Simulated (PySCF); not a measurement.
Atom-mapped SMILES (the numbers label the heavy atoms): `[O:1]=[C:2]([Cl:3])[c:4]1[cH:5][cH:6][s:7][cH:8]1`. Hydrogens are named by the atom that carries them.

Geometry: PBE0-D3(BJ)/def2-SVP; GIAO shifts from PySCF, gas phase, non-relativistic, averaged over equivalent atoms.

At PBE0/aug-cc-pVDZ (219 basis functions, 31 s wall time on 1 thread of an Arm Neoverse V2, shared host):
```tsv
atoms	δ (ppm)
O1	500.9
C2	163.6
C8	142.6
C4	136.1
C6	128.8
C5	126.0
Cl3	396.8
S7	233.4
H(C8)	8.71
H(C5)	7.83
H(C6)	7.42
```

Chemical shifts δ = σref − σ; $^{17}$O (σ = 335.91 ppm) against H2O; $^{13}$C (σ = 195.12 ppm) and $^{1}$H (σ = 31.39 ppm) vs TMS; HCl for $^{35}$Cl (σ = 967.65 ppm); CS2 for $^{33}$S (σ = 557.74 ppm), all at this level.

Question: Predict the values at PBE0/cc-pVTZ on the same geometry.

Answer: 
```tsv
atoms	δ at PBE0/cc-pVTZ	change
O1	536.8	+35.9
C2	167.2	+3.6
C8	146.4	+3.8
C4	141.9	+5.8
C6	132.7	+3.9
C5	132.7	+6.7
Cl3	399.4	+2.6
S7	245.4	+12.0
H(C8)	8.55	-0.16
H(C5)	7.76	-0.07
H(C6)	7.33	-0.09
```

Shifts are taken against calculated references (same method and geometry level): $^{17}$O (334.84 ppm) vs H2O; $^{13}$C (187.29 ppm), $^{1}$H (31.29 ppm) against TMS; $^{35}$Cl (952.42 ppm) vs HCl; $^{33}$S (524.82 ppm) against CS2.

The largest change is at O1 (carbonyl oxygen). Cost: 290 basis functions, 49 s wall time on 1 thread of an Arm Neoverse V2, shared host. The order of the carbon signals is the same at both levels.

Carbons that carry Cl, above all several Cl atoms, come out too deshielded, partly because spin–orbit coupling is missing. Unscaled 17O shifts of doubly bonded oxygen tend to come out too high, by tens of ppm or more. Experimental scales use liquid or dissolved standards, which lie at an offset from isolated H2O (liquid H2O: subtract about 36 ppm).
